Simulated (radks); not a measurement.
Question: Pt+, 77 electrons, occupied as [Kr] 4d10 4f14 5s1.5 5p6 5d9 6p0.5 (fractional occupations, a model configuration). All-electron calculation, Dirac Kohn-Sham, exchange-only LDA, spin-unpolarised, spherical densities, finite nucleus; open shells are shared between the two j in proportion to 2j + 1; Fermi nuclear charge, rms radius 5.427 fm. Program: a radial shooting solver on a logarithmic mesh with Libxc functionals.

Spin-orbit splittings of the eigenvalues, e(l+1/2) - e(l-1/2), with zeta = 2 splitting/(2l+1) and mean radii in bohr:

shell  occ.  splitting (eV)  zeta (eV)  <r> j=l-1/2  <r> j=l+1/2
2p        6            1727       1151      0.05908      0.06751
3p        6           379.5      253.0       0.1769       0.1924
3d       10           81.87      32.75       0.1677       0.1724
4p        6           90.63      60.42       0.4180       0.4522
4d       10           16.86      6.743       0.4619       0.4732
4f       14           3.462     0.9890       0.5120       0.5192
5p        6               ?          ?        1.029        1.128
5d        9           1.470     0.5879        1.565        1.631
5f        0      0.00002538  7.251e-06        14.93        14.93
6p      0.5           1.028     0.6855        3.383        3.757
6d        0         0.04431    0.01772        7.379        7.548
7p        0          0.1781     0.1187        9.037        9.744

Estimate the 5p splitting.

Answer: 15.29 eV (zeta = 10.19 eV).
